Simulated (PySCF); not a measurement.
Heteronuclear NMR

Geometry:
| atom | x (Å) | y (Å) | z (Å) |
| --- | --- | --- | --- |
| C1 | -2.481 | 1.073 | -0.105 |
| O2 | -1.074 | 1.156 | -0.159 |
| C3 | -0.372 | -0.073 | -0.166 |
| C4 | -0.712 | -0.964 | 1.033 |
| C5 | -0.677 | -0.856 | -1.438 |
| O6 | -0.887 | -2.019 | -1.542 |
| Cl7 | -0.678 | 0.172 | -2.870 |
| C8 | 1.129 | 0.340 | -0.221 |
| C9 | 1.550 | 1.019 | 1.079 |
| C10 | 2.059 | -0.824 | -0.548 |
| H11 | -2.882 | 0.402 | -0.871 |
| H12 | -2.833 | 0.746 | 0.878 |
| H13 | -2.838 | 2.084 | -0.294 |
| H14 | -0.668 | -0.381 | 1.947 |
| H15 | -0.009 | -1.789 | 1.092 |
| H16 | -1.709 | -1.384 | 0.923 |
| H17 | 1.189 | 1.080 | -1.024 |
| H18 | 0.834 | 1.791 | 1.346 |
| H19 | 1.624 | 0.300 | 1.891 |
| H20 | 2.525 | 1.483 | 0.946 |
| H21 | 3.081 | -0.458 | -0.609 |
| H22 | 1.805 | -1.284 | -1.500 |
| H23 | 2.019 | -1.589 | 0.223 |

PySCF 2.14 calculation with coordinates at the GFN2-xTB level and PBE0/pcSseg-1 with gauge-including orbitals; non-relativistic Hamiltonian, rapidly exchanging positions averaged, one conformer, no solvent model.

Where does ¹⁷O resonate?

## Answers


```tsv
atoms	environment	σ (ppm)	δ (ppm)
O6	carbonyl oxygen	-278.6	520.5
O2	ether oxygen	268.0	22.6
```

Shieldings were converted by a linear fit to measured shifts: ¹⁷O: δ = 266.70 − 0.911σ (rms 10.7 ppm, 155 shifts, 12.2 ppm with the 3 outliers that the fit left out vs liquid water, solution or neat liquid). Occasional misses reach two or three times the rms, and more in compound classes unlike the fitted ones.

On a 300 MHz spectrometer ¹⁷O resonates near 40.7 MHz, so 1 ppm is 40.7 Hz.
